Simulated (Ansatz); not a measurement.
Name a neutral molecule of C, O, Si and H with HOMO–LUMO gap (PBE/def2-TZVPP) between 4.30 and 4.60 eV and size of the dipole moment (ωB97M-V/def2-TZVPP) between 1.40 and 1.70 D (Ansatz, PBE0-D4/def2-TZVP geometry).

`C=C[Si](O)([SiH3])[SiH3]` (4.48 eV, 1.57 D). Other molecules can fit too; these were computed, each in one conformer that needn't be the lowest.
